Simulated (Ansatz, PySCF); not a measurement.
CH5BrClNSi, singlet, at a GFN2-xTB geometry, atoms displaced at random by about 0.08 Å a coordinate. Base run: R2SCAN/STO-3G, gradient run with PySCF.

Input for PySCF:
```python
from pyscf import gto, scf, dft

mol = gto.M(
    atom='''
C     1.96024324   -1.30059772    0.45737168
Si    0.14469609   -0.50452579   -0.32933349
N    -1.02023605   -1.51806299   -0.86847471
Cl    0.83924070    0.71692841   -1.98213621
Br   -0.75748201    0.64261549    1.32968212
H     1.52794348   -1.85526862    1.07735516
H     2.20654701   -1.73221456   -0.46649858
H     2.39999256   -0.39412079    0.70293823
H    -1.70438768   -2.04175301   -0.26921557
H    -1.06834448   -1.96356075   -1.81969295
''',
    basis='sto-3g',
    verbose=4,
)

mf = dft.RKS(mol)
mf.xc = 'r2scan'
mf.kernel()
g = mf.nuc_grad_method()
grad = g.kernel()
```

Programs used: Ansatz (an electronic-structure program), PySCF; a row that names a program was run with it.

The coordinate followed is y of atom 3.

The base run was repeated with changes; each row names its change, and settings that it needs were set with it.

```csv
change,dE/dx (Eh/bohr),net force (Eh/bohr)
base,0.059837,0.004661
density fitting = on,0.059828,0.004661
grids.level = 1; grid_response = off,[?],0.013828
grids.level = 5; grid_response = on,0.058519,0.000000
grids.level = 0; grid_response = off,[?],0.013018
finite difference step (bohr) = 0.05; conv_tol = 1e-11,0.058619,-
finite difference step (bohr) = 0.2; conv_tol = 1e-11,0.060500,-
finite difference step (bohr) = 0.01; conv_tol = 1e-11,0.058502,-
grids.level = 5; grid_response = off,0.058213,0.000344
density fitting = on; auxbasis_response = off,0.058658,0.003642
grids.level = 1; grid_response = on,0.058481,0.000000
code = ansatz,0.058517,0.000000
```

Question: Some entries are withheld; supply them.

Answer: 
- grids.level = 1; grid_response = off, dE/dx (Eh/bohr): 0.063992
- grids.level = 0; grid_response = off, dE/dx (Eh/bohr): 0.081662

The net force is zero for an exact gradient.
